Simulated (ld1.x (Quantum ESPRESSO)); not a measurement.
What one change does to a pseudopotential (Be, TM)

* Element: Be
* Generator: ld1.x (Quantum ESPRESSO) 7.5
* Type: norm-conserving Troullier–Martins (Kleinman–Bylander form)
* Functional: PBE
* Relativity: scalar-relativistic
* Frozen core: [He]
* Valence charge: 2
* Reference configuration: 2s0.5 2p0 (charge +1.5)
* Partial waves: 2p (bound, empty): rc 2.30 bohr; 3d channel at 0.15 Ry: rc 2.35 bohr; 2s (bound): rc 1.75 bohr
* Local potential: the s channel
* Core correction: none

All-electron outer shells of the reference configuration (PBE, scalar-relativistic, ld1.x):

```json
{"shell": "2s", "level (eV)": "-18.02", "outermost node (bohr)": "0.58", "outermost maximum (bohr)": "1.80"}
{"shell": "2p", "level (eV)": "-14.14", "outermost node (bohr)": "–", "outermost maximum (bohr)": "1.74"}
```

Change: wave 2s (bound): rc 1.75 bohr becomes 2s (bound): rc 2.50 bohr.

Cutoffs: the cutoffs (Ry, on a coarse ladder) from which the occupation-weighted sum of valence levels, in a spherical-Bessel basis at the reference potential, stays within 10 and 1 mRy of its value at 400 Ry; they do not see the model core or the augmentation charge, which bear on the density cutoff. Errors are all-electron minus pseudo energies relative to the spin-unpolarised reference configuration.

How do hardness, ghosts and transferability respond?

The potential gets softer (8 Ry and 15 Ry → 6 Ry and 10 Ry); the errors of the 6 common tests hardly move; neither file shows a bound ghost. A larger radius leaves more room for a smooth pseudo-wave, so fewer plane waves are needed.

| quantity | base | changed |
| --- | --- | --- |
| cutoff, loose | 8 Ry | 6 Ry |
| cutoff, tight | 15 Ry | 10 Ry |
| bound ghosts | none | none |
| error for 2s2 2p0, meV [ΔE -17.48 eV] | +77 | +69 |
| error for 2s1 2p0, meV [ΔE -7.93 eV] | +24 | +21 |
| error for 2s1.5 2p0, meV [ΔE -13.72 eV] | +55 | +48 |
| error for 2s1 2p1, meV [ΔE -13.87 eV] | +119 | +121 |
| error for 2s0 2p2, meV [ΔE -10.23 eV] | +176 | +194 |
| error for 2s0 2p1, meV [ΔE -4.02 eV] | +98 | +106 |

Base: The cutoffs count occupied waves only; the empty 2p level needs 15 Ry at the loose tolerance. Changed file: The cutoffs count occupied waves only; the empty 2p level needs 15 Ry at the loose tolerance.
